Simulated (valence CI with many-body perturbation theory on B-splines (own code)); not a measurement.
Ge I: electric-dipole lines

Level of theory: relativistic CI+MBPT: four valence electrons over a frozen Dirac-Fock core [Ar] 3d10, radial functions for each j: 11 s, 11 p, 9 d, 7 f, 5 g, 2 h, 1 i, with the one-electron correlation potential Σ1 (screened to all orders), the two-electron term Σ2, the three-electron term Σ3, Breit, model QED; selected single and double excitations, second order for the rest, scaled by the run's own slope (own B-spline code, finite nucleus).

Against 31 measured levels this calculation errs by 127 cm⁻¹ on average and by 262 at most. These come from a selection out of the NIST Handbook of Basic Atomic Spectroscopic Data. Levels without a partner in it may be off by more. Among the levels kept, up to 650 cm⁻¹ of a level comes from second order outside the variational space, and about a tenth of that is noise between levels of different J, which matters for small intervals.

Lines 201 to 243 of 243 in falling wavelength, among levels below 58484 cm⁻¹, chosen from the strongest by gf and those to the six lowest levels. Wavelengths and rates use the calculated energies, so an error of 100 cm⁻¹ moves a line at 1962 Å by 0.2 % and its rate by three times that or more. Electric multipoles are in the length gauge, E1 and E2 with the static RPA response of the core. Weak lines are less certain than strong ones. Lines between different terms over intervals too small for the method are left out, as are lines whose strength nearly cancels. Where a level lies close to another of its J and parity, the split of strength between their lines is uncertain. The highest levels of a list are the least certain.

Names give the largest LS component (configuration and term), which can be under half, so a name can repeat, a term be missing and a line seem to break the LS rules; names also repeat where a configuration has a term twice. Letters in brackets count levels of one name in rising energy.

```csv
λ vac (Å),λ from measured levels,Upper,Lower,A (s⁻¹),log gf,Branch %
1962,1955,4s2 4p 4d 3P°_1,4s2 4p2 3P_1,5.86e+07,-0.99,42.9
1959,1954,4s2 4p 4d 1F°_3,4s2 4p2 3P_2,2.79e+05,-2.95,0.1
1952,1945,4s2 4p 4d 3P°_0,4s2 4p2 3P_1,1.60e+08,-1.04,99.1
1950,1944,4s2 4p 4d 1P°_1,4s2 4p2 3P_2,5.95e+05,-2.99,0.5
1949,,4s2 4p 6d 3D°_2,4s2 4p2 1D_2,8.50e+04,-3.62,0.3
1944,,4s2 4p 6s 3P°_1,4s2 4p2 3P_1,1.44e+07,-1.61,16.0
1944,,4s2 4p 6s 3P°_0,4s2 4p2 3P_1,4.03e+07,-1.64,74.8
1940,1934,4s2 4p 4d 3P°_1,4s2 4p2 3P_0,1.25e+07,-1.68,9.1
1923,,4s2 4p 6s 3P°_1,4s2 4p2 3P_0,2.31e+07,-1.42,25.7
1918,1912,4s2 4p 4d 1P°_1,4s2 4p2 3P_1,1.17e+06,-2.71,1.1
1910,,4s2 4p 6s 3P°_2,4s2 4p2 3P_2,4.23e+07,-0.94,58.8
1902,,4s2 4p 6s 1P°_1,4s2 4p2 3P_2,3.27e+06,-2.27,3.3
1897,1892,4s2 4p 4d 1P°_1,4s2 4p2 3P_0,4.11e+04,-4.18,0.0
1879,,4s2 4p 6s 3P°_2,4s2 4p2 3P_1,1.52e+07,-1.40,21.1
1871,,4s2 4p 6s 1P°_1,4s2 4p2 3P_1,3.59e+06,-2.25,3.6
1860,,4s2 4p 5d 3D°_2,4s2 4p2 3P_2,4.04e+06,-1.98,21.4
1856,,4s2 4p 5d 3D°_1,4s2 4p2 3P_2,8.70e+05,-2.87,2.6
1852,,4s2 4p 6s 1P°_1,4s2 4p2 3P_0,6.91e+06,-1.97,6.9
1848,,4s2 4p 5d 3F°_2 [a],4s2 4p2 3P_2,2.89e+06,-2.13,18.6
1848,,4s2 4p 5d 3D°_3,4s2 4p2 3P_2,1.52e+06,-2.26,3.9
1830,,4s2 4p 5d 3D°_2,4s2 4p2 3P_1,2.40e+06,-2.22,12.7
1827,,4s2 4p 5d 3D°_1,4s2 4p2 3P_1,1.27e+05,-3.72,0.4
1819,,4s2 4p 5d 3F°_2 [a],4s2 4p2 3P_1,4.52e+05,-2.95,2.9
1810,,4s2 4p 5d 3F°_3,4s2 4p2 3P_2,2.98e+06,-1.99,10.9
1809,,4s2 4p 5d 3D°_1,4s2 4p2 3P_0,8.09e+05,-2.92,2.4
1807,,4s2 4p 5d 3F°_2 [b],4s2 4p2 3P_2,2.17e+06,-2.27,10.3
1798,,4s2 4p 7s 3P°_1,4s2 4p2 3P_2,5.78e+06,-2.08,24.8
1792,,4s2 4p 5d 3P°_1,4s2 4p2 3P_2,1.02e+07,-1.83,18.0
1790,,4s2 4p 5d 3P°_2,4s2 4p2 3P_2,1.20e+07,-1.54,35.8
1780,,4s2 4p 5d 3F°_2 [b],4s2 4p2 3P_1,7.05e+06,-1.78,33.3
1772,,4s2 4p 7s 3P°_0,4s2 4p2 3P_1,2.38e+07,-1.95,75.6
1771,,4s2 4p 7s 3P°_1,4s2 4p2 3P_1,3.84e+06,-2.27,16.5
1770,,4s2 4p 5d 1P°_1,4s2 4p2 3P_2,5.51e+06,-2.11,11.3
1769,,4s2 4p 5d 1F°_3,4s2 4p2 3P_2,5.12e+06,-1.77,5.7
1764,,4s2 4p 5d 3P°_1,4s2 4p2 3P_1,1.09e+06,-2.82,1.9
1763,,4s2 4p 5d 3P°_2,4s2 4p2 3P_1,7.74e+06,-1.74,23.1
1754,,4s2 4p 6d 3D°_2,4s2 4p2 3P_2,1.73e+07,-1.40,64.3
1753,,4s2 4p 7s 3P°_1,4s2 4p2 3P_0,2.16e+06,-2.52,9.3
1752,,4s2 4p 5d 3P°_0,4s2 4p2 3P_1,3.23e+07,-1.83,81.5
1747,,4s2 4p 5d 3P°_1,4s2 4p2 3P_0,2.48e+07,-1.47,43.8
1744,,4s2 4p 5d 1P°_1,4s2 4p2 3P_1,1.08e+07,-1.83,22.1
1728,,4s2 4p 6d 3D°_2,4s2 4p2 3P_1,3.88e+06,-2.06,14.4
1727,,4s2 4p 5d 1P°_1,4s2 4p2 3P_0,2.05e+05,-3.56,0.4
```

**Question.** How does gf follow from A for the line at 1952 Å?

**Answer.** gf = 1.4992 × (2J+1)_upper × A / σ², with σ = 51239 cm⁻¹ and 2J+1 = 1: gf = 0.0913.
